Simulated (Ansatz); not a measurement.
Compare A (`[SiH3]C1NCS1`) with its isomer B (`C=CN[SiH2]S`).

Program: Ansatz. Geometries: PBE0-D4/def2-TZVP. ΔE: electronic, gas phase. CBS: MP2 limit from def2 TZ/QZ plus the TZ coupled-cluster correction, frozen cores. DFT in def2-TZVPP. One conformer a species, not always the lowest.

Task: Which isomer does CCSD(T)/CBS put lower? Give the gap. (Estimate.)

Result: The calculation gave: B, by 54.2 kcal/mol.

Task: Give E(B) − E(A) in kcal/mol with PBE-D4, CCSD(T)/def2-TZVPP, CCSD(T)/def2-SVP, B2PLYP, MP2/def2-TZVPP, CCSD/def2-TZVPP, r2SCAN-D4. (An estimate is asked.)

Result: The calculation gave: PBE-D4 -52.4, CCSD(T)/def2-TZVPP -53.6, CCSD(T)/def2-SVP -52.0, B2PLYP -57.2, MP2/def2-TZVPP -53.8, CCSD/def2-TZVPP -54.5, r2SCAN-D4 -56.7. None reverses the order clearly.

Task: Does the order hold for the free energy at 298.15 K (harmonic terms from PBE0-D4)? (Estimate.)

Result: The calculation gave: Yes: G(B) − G(A) = -56.1 kcal/mol, for one conformer each. Modes under 60 cm⁻¹, often nearly free rotors, make the harmonic entropy too high.

Largest T1 diagnostic: 0.012.

From r2SCAN to r2SCAN0 (25 % exact exchange), in def2-TZVPP and without D4, E(B) − E(A) moves by +0.8 kcal/mol. The D4 term adds +1.6 kcal/mol with B3LYP and +0.7 kcal/mol with PBE0; it sums over pairs of atoms, weighted by their polarisabilities, and B3LYP, whose exchange is more repulsive, gets the larger term.

B3LYP here is the variant with VWN-RPA as its local correlation; programs differ in this.
